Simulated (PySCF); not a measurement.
Circular dichroism: `OC[C@@H]1C[AsH][AsH]1`, C3H8As2O

Geometry:
```json
{"atom": "O1", "x (Å)": "1.969", "y (Å)": "-0.562", "z (Å)": "-1.281"}
{"atom": "C2", "x (Å)": "1.326", "y (Å)": "-0.653", "z (Å)": "-0.028"}
{"atom": "C3", "x (Å)": "0.159", "y (Å)": "0.322", "z (Å)": "0.043"}
{"atom": "C4", "x (Å)": "-0.904", "y (Å)": "0.026", "z (Å)": "1.094"}
{"atom": "As5", "x (Å)": "-2.542", "y (Å)": "0.669", "z (Å)": "0.156"}
{"atom": "As6", "x (Å)": "-0.928", "y (Å)": "0.338", "z (Å)": "-1.644"}
{"atom": "H7", "x (Å)": "2.381", "y (Å)": "0.306", "z (Å)": "-1.351"}
{"atom": "H8", "x (Å)": "0.954", "y (Å)": "-1.681", "z (Å)": "0.030"}
{"atom": "H9", "x (Å)": "2.043", "y (Å)": "-0.497", "z (Å)": "0.792"}
{"atom": "H10", "x (Å)": "0.552", "y (Å)": "1.339", "z (Å)": "0.193"}
{"atom": "H11", "x (Å)": "-0.700", "y (Å)": "0.473", "z (Å)": "2.072"}
{"atom": "H12", "x (Å)": "-0.999", "y (Å)": "-1.056", "z (Å)": "1.239"}
{"atom": "H13", "x (Å)": "-2.142", "y (Å)": "2.136", "z (Å)": "0.262"}
{"atom": "H14", "x (Å)": "-1.170", "y (Å)": "-1.159", "z (Å)": "-1.599"}
```

Method used: TDDFT B3LYP/aug-cc-pVDZ circular dichroism and optical rotation, one conformer, gas phase in PySCF 2.14.0. Geometry: GFN2-xTB.

The molecule is flexible and this is one conformer; a measurement averages over conformers. The calculation is non-relativistic, which matters for the atoms heavier than Zn.

(1) What are the CIP labels of the stereocentres?

(2) List the lowest 8 singlet excitations with oscillator and rotatory strengths.

## Answers

(1) C3 R.

(2) Rotatory strengths R in 10⁻⁴⁰ esu² cm², velocity form and length form (origin at the centre of mass); f in length form.
| state | E (eV) | λ (nm) | f | R (velocity) | R (length) | main |
| --- | --- | --- | --- | --- | --- | --- |
| 1 | 4.89 | 254 | 0.009 | -1.0 | -1.0 | HOMO−1→LUMO 0.86, HOMO→LUMO 0.09 |
| 2 | 5.00 | 248 | 0.114 | +39.9 | +40.4 | HOMO→LUMO 0.67, HOMO−1→LUMO 0.12 |
| 3 | 5.08 | 244 | 0.044 | +51.3 | +51.4 | HOMO→LUMO+1 0.69, HOMO→LUMO 0.14 |
| 4 | 5.28 | 235 | 0.019 | -52.7 | -53.4 | HOMO→LUMO+2 0.81, HOMO→LUMO+1 0.12 |
| 5 | 5.36 | 231 | 0.013 | -90.5 | -90.4 | HOMO−1→LUMO+1 0.85 |
| 6 | 5.48 | 226 | 0.026 | +90.2 | +90.9 | HOMO−1→LUMO+2 0.89 |
| 7 | 5.70 | 218 | 0.004 | -12.8 | -12.9 | HOMO→LUMO+3 0.88 |
| 8 | 5.85 | 212 | 0.018 | +3.9 | +3.9 | HOMO−1→LUMO+3 0.94 |

Among the states computed, the strongest CD band (largest |R|) is state 5. The largest dissymmetry factor in size, g = 4R/(D+G), with D and G the electric and magnetic dipole strengths, is -0.055 for state 5 (velocity form, f = 0.013), among bands with |R| over 0.5. The mirror image has the same energies and oscillator strengths and all R with the opposite sign.
